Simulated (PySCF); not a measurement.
From one molecule to another.

First species: C4H14O2Si3.
SMILES with atom numbers: `[O:1]=[C:2]([OH:3])[C@@H:4]([SiH3:5])[CH2:6][SiH2:7][CH2:8][SiH3:9]` (hydrogens: H10 on O3; H11 on C4; H12, H13, H14 on Si5; H15, H16 on C6; H17, H18 on Si7; H19, H20 on C8; H21, H22, H23 on Si9)

Second species: C5H8ClNSi2.
SMILES: `[H]/N=C\C#C[C@@H]1[SiH2][C@@H]1[SiH2]Cl`

Levels: PBE0/pcSseg-1 for HOMO energy, LUMO energy and HOMO–LUMO gap. Geometries: GFN2-xTB. Each species is one conformer at its optimised geometry, gas phase, non-relativistic unless stated; the electronic structure was computed with PySCF and density fitting.

Dipoles, sizes and rotational constants follow the conformer. The torsions of the flexible species, by atom-mapped SMILES:
- `[H]/[N:1]=[CH:2]\[C:3]#[C:4][C@@H:5]1[SiH2:6][C@@H:7]1[SiH2:8][Cl:9]`: Si6–C7–Si8–Cl9 96°

The conformers of `O=C(O)[C@@H]([SiH3])C[SiH2]C[SiH3]` aren't listed.

```csv
property,column X,column Y
HOMO energy,-7.84 eV,-6.94 eV
LUMO energy,-0.12 eV,-1.39 eV
HOMO–LUMO gap,7.72 eV,5.55 eV
```

(1) Which column belongs to which species?

(2) How does each property change from the first species to the second?

Answers

(1) Column X is the first species and column Y the second. The first has 23 atoms and 96 electrons, the second 17 and 90.

(2) HOMO energy +0.90 eV; LUMO energy -1.27 eV; HOMO–LUMO gap -2.17 eV.

